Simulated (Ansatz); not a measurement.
Basis sets compared for `C=CC12CC3CC(CC(C3)C1)C2`. Total charge 0; singlet. Geometry r2SCAN-D4/def2-SVP. Ansatz on 4 threads of Arm Neoverse V1 on a shared host; times are rough, and most runs start from earlier orbitals.

```xyz
30

C    -0.321    1.532    3.123
C     0.318    0.578    2.437
C     0.140    0.221    0.986
C    -0.285   -1.266    0.876
C    -0.413   -1.685   -0.596
C     0.940   -1.506   -1.299
C     1.368   -0.032   -1.220
C     0.312    0.845   -1.909
C    -1.041    0.667   -1.204
C    -1.469   -0.807   -1.284
C    -0.912    1.084    0.269
C     1.495    0.386    0.252
H    -0.108    1.704    4.182
H    -1.076    2.176    2.662
H     1.068   -0.035    2.960
H    -1.246   -1.407    1.403
H     0.460   -1.901    1.391
H    -0.721   -2.745   -0.646
H     0.864   -1.822   -2.355
H     1.703   -2.148   -0.824
H     2.344    0.099   -1.721
H     0.620    1.906   -1.875
H     0.224    0.568   -2.975
H    -1.802    1.300   -1.695
H    -1.586   -1.111   -2.340
H    -2.452   -0.943   -0.797
H    -1.887    0.979    0.779
H    -0.625    2.149    0.337
H     1.821    1.439    0.326
H     2.265   -0.226    0.758
```

Binding counts from free atoms (C triplet, H doublet) in the same basis, without a counterpoise term.

```csv
level,functions,energy (Eh),HOMO (eV),LUMO (eV),binding per atom (eV),wall time
PBE-D4/def2-SVP,258,-467.1822,-6.01,-0.43,4.71,7 s
PBE0-D4/def2-SVP,258,-467.2690,-7.16,0.62,4.66,11 s
```

Problem. Estimate the rows for PBE-D4/def2-TZVP (with forces), PBE0-D4/def2-TZVP.

Solution. 
| level | functions | energy (Eh) | HOMO (eV) | LUMO (eV) | binding per atom (eV) | wall time |
| --- | --- | --- | --- | --- | --- | --- |
| PBE-D4/def2-TZVP (with forces) | 480 | -467.6685 | -6.07 | -0.62 | 4.65 | 18 s |
| PBE0-D4/def2-TZVP | 480 | -467.7467 | -7.18 | 0.43 | 4.59 | 31 s |
